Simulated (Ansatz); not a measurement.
One change: `C#[C][GeH]([CH3])[F]` becomes `[CH3][GeH]([F])[SiH3]`.

Ansatz, PBE0-D4/def2-TZVP geometries, multiplicity 1. 

Scalar relativity is left out up to krypton.

```json
{"property": "HOMO energy (PBE0/def2-TZVPP) / eV", "`C#[C][GeH]([CH3])[F]`": "-8.35"}
{"property": "HOMO energy (ωB97M-V/def2-TZVPP) / eV", "`C#[C][GeH]([CH3])[F]`": "-10.59"}
{"property": "HOMO–LUMO gap (PBE0/def2-TZVPP) / eV", "`C#[C][GeH]([CH3])[F]`": "7.90"}
{"property": "LUMO energy (PBE0/def2-TZVPP) / eV", "`C#[C][GeH]([CH3])[F]`": "-0.46"}
{"property": "size of the dipole moment (ωB97M-V/def2-TZVPP) / D", "`C#[C][GeH]([CH3])[F]`": "2.51"}
{"property": "HOMO–LUMO gap (ωB97M-V/def2-TZVPP) / eV", "`C#[C][GeH]([CH3])[F]`": "12.14"}
```

(1) What does the change do to each property? (Estimate.)

Results:

(1) The calculation gave: 
```json
{"property": "HOMO energy (PBE0/def2-TZVPP) / eV", "`[CH3][GeH]([F])[SiH3]`": "-8.13", "shift": "0.22"}
{"property": "HOMO energy (ωB97M-V/def2-TZVPP) / eV", "`[CH3][GeH]([F])[SiH3]`": "-10.18", "shift": "0.41"}
{"property": "HOMO–LUMO gap (PBE0/def2-TZVPP) / eV", "`[CH3][GeH]([F])[SiH3]`": "7.85", "shift": "-0.05"}
{"property": "LUMO energy (PBE0/def2-TZVPP) / eV", "`[CH3][GeH]([F])[SiH3]`": "-0.28", "shift": "0.18"}
{"property": "size of the dipole moment (ωB97M-V/def2-TZVPP) / D", "`[CH3][GeH]([F])[SiH3]`": "2.35", "shift": "-0.16"}
{"property": "HOMO–LUMO gap (ωB97M-V/def2-TZVPP) / eV", "`[CH3][GeH]([F])[SiH3]`": "11.73", "shift": "-0.41"}
```

The zero-point energy changes by 14.6 kJ/mol with +3 modes. Dipoles are sizes alone; their direction can turn.
